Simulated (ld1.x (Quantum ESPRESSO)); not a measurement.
Which change was made? (Pb, TM)

```json
{
 "Element": "Pb (Z = 82)",
 "Generator": "ld1.x (Quantum ESPRESSO) 7.5",
 "Type": "norm-conserving Troullier–Martins (Kleinman–Bylander form)",
 "Functional": "PBE",
 "Relativity": "scalar-relativistic",
 "Frozen core": "[Xe] 4f14 5d10",
 "Valence charge": "4",
 "Reference configuration": "6s2 6p2",
 "Partial waves": "6s (bound): rc 1.90 bohr; 6p (bound): rc 2.85 bohr",
 "Local potential": "all-electron potential smoothed inside 2.30 bohr (lloc = -1)",
 "Core correction": "a·sin(br)/r model core inside 1.50 bohr"
}
```

Cutoffs, loose and tight: the cutoffs (Ry, on a coarse ladder) from which the occupation-weighted sum of valence levels, in a spherical-Bessel basis at the reference potential, stays within 10 and 1 mRy of its value at 400 Ry. They do not see the model core or the augmentation charge, which bear on the density cutoff. Test errors are all-electron minus pseudo excitation energies from the reference, over the configurations 6s2 6p1; 6s2 6p0; 6s1 6p0; 6s1 6p3; 6s2 6p2.3; 6s0 6p4; 6s1 6p2; variants that change the core or the reference have their own tests.

The base gives: outcome: generated; cutoff, loose: 21 Ry; cutoff, tight: 35 Ry; bound ghosts: none; largest test error (meV): -607.

After one change the result is: outcome: generated; cutoff, loose: 90 Ry; cutoff, tight: 160 Ry; bound ghosts: s, d; largest test error (meV): -674. Which change was it?
A. all radii but the core radius scaled by about 1.37 (s 2.60, p 3.90 bohr); local potential all-electron potential smoothed inside 3.16 bohr (lloc = -1)
B. all radii but the core radius scaled by about 0.90 (s 1.72, p 2.56 bohr); local potential all-electron potential smoothed inside 2.08 bohr (lloc = -1)
C. all radii but the core radius scaled by about 1.26 (s 2.40, p 3.60 bohr); local potential all-electron potential smoothed inside 2.90 bohr (lloc = -1)
D. all radii but the core radius scaled by about 0.77 (s 1.46, p 2.20 bohr); local potential all-electron potential smoothed inside 1.78 bohr (lloc = -1)

D. The others give: all radii but the core radius scaled by about 1.37 (s 2.60, p 3.90 bohr); local potential all-electron potential smoothed inside 3.16 bohr (lloc = -1) → outcome: generated; cutoff, loose: 15 Ry; cutoff, tight: 25 Ry; bound ghosts: none; largest test error (meV): -827 | all radii but the core radius scaled by about 0.90 (s 1.72, p 2.56 bohr); local potential all-electron potential smoothed inside 2.08 bohr (lloc = -1) → outcome: generated; cutoff, loose: 25 Ry; cutoff, tight: 55 Ry; bound ghosts: s, d; largest test error (meV): -498 | all radii but the core radius scaled by about 1.26 (s 2.40, p 3.60 bohr); local potential all-electron potential smoothed inside 2.90 bohr (lloc = -1) → outcome: generated; cutoff, loose: 18 Ry; cutoff, tight: 30 Ry; bound ghosts: none; largest test error (meV): -749.
